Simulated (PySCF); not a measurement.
**Computed beside measured shifts**

System: methylphenyl(o-tolyl)phosphine borane (C14H18BP), SMILES [BH3-][P@@+](C)(c1ccccc1)c1ccccc1C.

Atom-mapped SMILES (hydrogens are numbered by the atom that bears them): [BH3-:1][P@@+:2]([CH3:3])([c:4]1[cH:5][cH:6][cH:7][cH:8][cH:9]1)[c:10]1[cH:11][cH:12][cH:13][cH:14][c:15]1[CH3:16]

Computed with GIAO KT3/pcSseg-2, gas phase, PySCF SCF with an in-house response code, fitting set def2-universal-JFIT, grid level 2, non-relativistic, geometry: PBE0-D3(BJ)/def2-SVP.

One optimised conformer. Values are averaged over the atoms that symmetry or fast rotation interchanges, on this one geometry and without vibrational averaging. Shifts are the reference shielding less the shielding here, at the same level (11B against isolated BF3·OEt2; 13C, 1H against isolated TMS; 31P against isolated H3PO4); nuclei without a reference have shieldings only.

(1) What shifts does this level give for P2, and how do they compare with measurement?

Results:

(1) 
| atom | nucleus | computed / ppm | measured / ppm | computed less measured | measured against | medium of the measurement |
| --- | --- | --- | --- | --- | --- | --- |
| P2 | 31P | -0.6 | 10.2 | -10.8 | 85 % H3PO4 | CDCl3 |

Computed 19F and 31P shifts carry an offset from the reference molecule (CFCl3 is hard for DFT, lone H3PO4 or PH3 isn't the 85 % acid), so differences between compounds are more accurate than the values.

Measured values: supporting information or article, doi 10.1039/c1cc14856g.
